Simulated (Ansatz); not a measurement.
`COC(O)[SeH]` and `BC(O)OC` differ in one atom or group.

Ansatz, PBE0-D4/def2-TZVP geometries, multiplicity 1. Each molecule was computed in one conformer, which needn't be the lowest.

Scalar relativity is left out up to krypton.

```json
{"property": "LUMO energy (PBE0/def2-TZVPP) / eV", "`COC(O)[SeH]`": "-0.03"}
{"property": "size of the dipole moment (PBE/def2-TZVPP) / D", "`COC(O)[SeH]`": "1.66"}
{"property": "HOMO–LUMO gap (B3LYP/def2-TZVPP) / eV", "`COC(O)[SeH]`": "6.25"}
{"property": "HOMO energy (B3LYP/def2-TZVPP) / eV", "`COC(O)[SeH]`": "-6.56"}
{"property": "LUMO energy (PBE/def2-TZVPP) / eV", "`COC(O)[SeH]`": "-0.94"}
{"property": "HOMO–LUMO gap (PBE/def2-TZVPP) / eV", "`COC(O)[SeH]`": "4.66"}
```

Problem. What does the change do to each property? (An estimate is asked.)

Solution. Ansatz gave: 
```csv
property,`BC(O)OC`,shift
LUMO energy (PBE0/def2-TZVPP) / eV,0.24,0.27
size of the dipole moment (PBE/def2-TZVPP) / D,3.84,2.18
HOMO–LUMO gap (B3LYP/def2-TZVPP) / eV,7.80,1.55
HOMO energy (B3LYP/def2-TZVPP) / eV,-7.91,-1.35
LUMO energy (PBE/def2-TZVPP) / eV,-0.70,0.24
HOMO–LUMO gap (PBE/def2-TZVPP) / eV,6.01,1.35
```

With PBE0 the HOMO falls by 1.31 eV and the LUMO rises by 0.27 eV, so the gap widens by about 1.58 eV. PBE moves the HOMO by -1.11 eV and ωB97M-V by -1.43 eV. The zero-point energy changes by 36.8 kJ/mol with +3 modes. Dipoles are sizes alone; their direction can turn.

B3LYP here is the variant with VWN-RPA as its local correlation; programs differ in this.

Spin–orbit coupling is left out; it splits and shifts lone-pair levels of the heavy atoms by tenths of an eV.
